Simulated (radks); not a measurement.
Species: Dy20+. Configuration: [Kr] 4d10.

All-electron calculation, Dirac Kohn-Sham, LB94 model potential, spin-unpolarised, spherical densities, finite nucleus; Fermi nuclear charge, rms radius 5.2218 fm. Program: a radial shooting solver on a logarithmic mesh with Libxc functionals.

Energy parts (eV):
| part | energy |
|---|---|
| kinetic | 359917.48 |
| electron-nucleus | -781764.32 |
| Hartree | 101370.04 |
(The LB94 potential has no energy functional, so no total or exchange-correlation energy is given.)

Orbitals (lengths in bohr, moments of r in powers of bohr; r(90%) holds 90 % of the orbital's charge):
orbital  occ.  eigenvalue (eV)      <r>       <r^4>  r(90%)      <r^2>
1s1/2       2        -54341.65  0.02109   9.858e-07  0.0382  0.0006078
2s1/2       2        -9521.416  0.08909   0.0001543   0.139   0.009431
2p1/2       2        -9090.550  0.07421  0.00009471   0.123   0.006816
2p3/2       4        -8283.715  0.08128   0.0001269   0.132   0.008042
3s1/2       2        -2563.698   0.2334    0.005842   0.342    0.06231
3p1/2       2        -2373.781   0.2230    0.005261   0.334    0.05778
3p3/2       4        -2206.098   0.2361    0.006507   0.352    0.06454
3d3/2       4        -1877.367   0.2087    0.004623   0.325    0.05114
3d5/2       6        -1840.722   0.2128    0.004936   0.330    0.05302
4s1/2       2        -916.1658   0.5101      0.1219   0.728     0.2930
4p1/2       2        -839.9658   0.5148      0.1308   0.743     0.3005
4p3/2       4        -797.8563   0.5401      0.1569   0.777     0.3300
4d3/2       4        -670.6988   0.5482      0.1794   0.808     0.3446
4d5/2       6        -662.3061   0.5558      0.1887   0.818     0.3539
5s1/2       0        -461.0506   0.9599       1.421    1.34      1.027
5p1/2       0        -429.4011   0.9872       1.613    1.38      1.090
5p3/2       0        -414.8560    1.021       1.843    1.43      1.166

The highest occupied level is 4d5/2 at -662.31 eV. For comparison, the ionisation energy in NIST's Atomic Spectra Database is 664 eV (theoretical). In exact Kohn-Sham theory the highest level is minus the ionisation energy, but local and semilocal functionals leave it too shallow, through self-interaction and a potential that decays too fast; potentials with the right tail come closer. Summed over all electrons, <r^2> = 7.095 bohr^2, which gives a Langevin (diamagnetic) susceptibility term of -5.62 x 10^-6 cm^3/mol. The density falls to 0.001 e/bohr^3 at r = 1.49 bohr. The electron density at the nucleus is 7.4e+05 e/bohr^3.
